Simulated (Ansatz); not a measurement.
SiH2Me(OiPr) (C4H12OSi). Charge 0, multiplicity 1. Geometry PBE-D4/def2-SVP; atoms count from 1.

```xyz
18

C    -0.917   -2.918   -0.442
C     0.441    1.004    0.427
C    -0.156    1.642    1.677
C     0.405    1.939   -0.783
O    -0.298   -0.193    0.163
Si    0.271   -1.498   -0.737
H     0.332   -1.177   -2.212
H     1.674   -1.841   -0.285
H    -1.942   -2.641   -0.762
H    -0.951   -3.187    0.633
H    -0.605   -3.813   -1.018
H     1.507    0.738    0.638
H    -1.218    1.907    1.500
H     0.395    2.563    1.957
H    -0.116    0.934    2.529
H     0.854    1.460   -1.677
H    -0.644    2.206   -1.028
H     0.966    2.874   -0.580
```

Another isomer (singlet) lies 0.70 eV lower at PBE0-D4/def2-TZVP; other spin states weren't run for this one.

Question: Estimate the Mulliken populations from the PBE0/def2-TZVP orbitals of Ansatz.

Answer: 
```
atom  charge (e)
  C1       -0.49
  C2        0.09
  C3       -0.34
  C4       -0.37
  O5       -0.36
 Si6        0.36
  H7       -0.05
  H8       -0.05
  H9        0.14
 H10        0.14
 H11        0.14
 H12        0.07
 H13        0.12
 H14        0.11
 H15        0.13
 H16        0.13
 H17        0.12
 H18        0.12
```
Mulliken values depend strongly on the basis.

Question: And the Mayer bond orders between heavy atoms (over 0.3)?

Answer: C1–Si6 1.03 (1.88 Å); C2–C3 1.00 (1.53 Å); C2–C4 1.00 (1.53 Å); C2–O5 0.95 (1.43 Å); O5–Si6 1.14 (1.68 Å).
